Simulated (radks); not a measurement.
Removal energies from the sulfur ion S9+, [He] 2s2 2p3, by Delta-SCF beside the eigenvalue of the level emptied. Calculated with a radial shooting solver on a logarithmic mesh with Libxc functionals: scalar-relativistic Kohn-Sham, LDA (Slater exchange, Perdew-Wang correlation), spin-polarised, spherical densities, finite nucleus; Fermi nuclear charge, rms radius of each element as measured or else 0.836 A^(1/3) + 0.57 fm. Open shells are filled with parallel spins first.

| removed from | final configuration | Delta-SCF (eV) | -eigenvalue (eV) |
|---|---|---|---|
| 2p | [He] 2s2 2p2 | 448.79 | 420.91 |
| 2s | [He] 2s1 2p3 | 470.73 | 450.20 |
| 1s | 1s1 2s2 2p3 | 2788.9 | 2703.7 |
